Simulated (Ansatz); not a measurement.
A calculation with Ansatz (development build ahead of 0.2.0).

```yaml
crystal:
  periodic: [false, false, false]
  atoms:
    - { symbol: S, position_ang: [0.0, 0.0, 0.0] }
    - { symbol: Be, position_ang: [0.0, 0.0, 5.74] }
    - { symbol: Si, position_ang: [0.0, 5.023, -3.5172] }
basis:
  gaussian: { orbitals: pcseg-2 }
total_charge: -1
magnetization:
  initial_magnetization: 1
hamiltonian:
  xc: pbe0
```

The input is written out in the form of the current development build from the run's settings.

Results

* Converged: yes
* Total energy: -701.90515 hartree
* Spin squared of the determinant: 0.750
* Stability test: minimum among restricted orbitals

Caution: stretched shape with no unrestricted run beside it, a lower state can exist; no diffuse functions for an anion; charge can spread falsely over distant fragments.
